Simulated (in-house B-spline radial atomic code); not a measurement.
RPA and G0W0 for P5+, [He] 2s2 2p6, as one setting changes: the share of exact exchange in the PBE hybrid start. A dash marks a level of low quasi-particle weight. Computed with an all-electron radial atomic-structure program (B-spline basis): all electrons, non-relativistic, point nucleus, each spin shell either full or empty, empty states to l = 9 with an (l + 1/2)⁻⁴ tail; G0W0 by contour deformation at full frequency.

```
share of exact exchange in the PBE hybrid start  mean-field level (eV)  G0W0 level (eV)  RPA correlation (Eh)
                                              0                -199.82       2p -220.34              -0.61368
                                            0.1                -202.20       2p -220.42              -0.60797
                                            0.2                      ?                ?                     ?
                                            0.3                -206.97       2p -220.56              -0.59695
                                            0.4                -209.35       2p -220.62              -0.59164
                                            0.5                      ?                ?                     ?
                                            0.6                -214.13       2p -220.71              -0.58138
                                            0.7                -216.52       2p -220.75              -0.57642
                                            0.8                -218.91       2p -220.79              -0.57157
                                            0.9                -221.30       2p -220.82              -0.56682
                                              1                -223.70       2p -220.85              -0.56218
```

Q: What belongs in the row for 0.2?

A: mean-field level (eV): -204.58; G0W0 level (eV): 2p -220.50; RPA correlation (Eh): -0.60239.

Q: What belongs in the row for 0.5?

A: mean-field level (eV): -211.74; G0W0 level (eV): 2p -220.67; RPA correlation (Eh): -0.58645.

Q: At what share of exact exchange does G0W0 leave the highest level unchanged?

A: Near 0.88, where the shift changes sign (-1.881 eV at 0.8, +0.481 eV at 0.9).
